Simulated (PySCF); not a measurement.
Species: C₄H₈OSSi₂.
Bonds: O1–Si2, Si2–Si3, Si3–C4, C4–C5 (aromatic), C5–C6 (aromatic), C6–C7 (aromatic), C7–S8 (aromatic), C4–S8 (aromatic). Hydrogens: H9 on O1; H10, H11 on Si2; H12, H13 on Si3; H14 on C5; H15 on C6; H16 on C7.

Probes without a nucleus sit at each ring's centroid and 1 Å off its mean plane on both sides; NICS is minus the shielding there, NICSzz its component along the normal. Level: GIAO PBE0/pcSseg-1 (PySCF, non-relativistic, gas phase) on the GFN2-xTB geometry, one conformer.

Ring bond lengths (Å), with Mayer bond orders in brackets: C4–C5 1.365 (1.58), C5–C6 1.411 (1.28), C6–C7 1.357 (1.57), C7–S8 1.719 (1.19), S8–C4 1.738 (1.15).

Q: What do the NICS probes read (ppm)?

A: 
```tsv
ring	type	NICS(0)	NICS(1), two faces	NICS(1)zz, two faces	rms pucker (Å)	centre to ring atoms, mean (Å)
C4–C5–C6–C7–S8	5-membered ring with S; formal bonds all aromatic	-12.2	-11.6 / -11.5	-27.7 / -28.1	0.00	1.29
```

Q: What can be read from them?

A: 
- C4–C5–C6–C7–S8: mean NICS(1)zz -27.9 ppm, shielded, aromatic by this magnetic criterion (flat ring, no four-coordinate atom).

Q: What does the geometric index give? Use HOMA with the parameters of Krygowski (1993).

A: 
- C4–C5–C6–C7–S8: HOMA 0.79; the largest term is that of S8–C4, α(R − Ropt)² = 0.35. The geometric and the magnetic index point the same way.

Shape of the structure used: `[OH:1][SiH2:2][SiH2:3][c:4]1[cH:5][cH:6][cH:7][s:8]1`: O1–Si2–Si3–C4 -55°, Si2–Si3–C4–C5 100°, H–O1–Si2–Si3 57°.
